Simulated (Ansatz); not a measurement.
Reaction (redistribution): `[CH3][AlH][CH2][GeH3]` + `CO[SiH2]F` → `CO[SiH2][AlH][CH3]` + `F[CH2][GeH3]`

Gas-phase electronic energies from Ansatz, PBE0-D4/def2-TZVP geometries. CCSD(T)/CBS adds triple-zeta CCSD(T) − MP2 to the extrapolated MP2 energy (def2 sets, frozen cores). DFT in def2-TZVPP. B3LYP here is the variant with VWN-RPA as its local correlation; programs differ in this. For Ge outer-core shells are correlated without core-valence functions, which leaves a few kJ/mol of doubt a bond. Scalar relativity is left out up to krypton. One conformer a species, not always the lowest.

```json
{"species": "`[CH3][AlH][CH2][GeH3]`", "B3LYP energy (Eh)": "-2401.17501"}
{"species": "`CO[SiH2]F`", "B3LYP energy (Eh)": "-505.90268"}
{"species": "`CO[SiH2][AlH][CH3]`", "B3LYP energy (Eh)": "-688.92455"}
{"species": "`F[CH2][GeH3]`", "B3LYP energy (Eh)": "-2218.04840"}
```

Q: Work out ΔE.

A: ΔE = (-688.92455) + (-2218.04840) − (-2401.17501) − (-505.90268) = 0.10474 Eh = +275.0 kJ/mol. CCSD(T)/CBS gives +293.7 kJ/mol.

Largest T1 diagnostic among the species: 0.011.

From PBE to PBE0 (25 % exact exchange), in def2-TZVPP and without D4, ΔE moves by +13.1 kJ/mol.
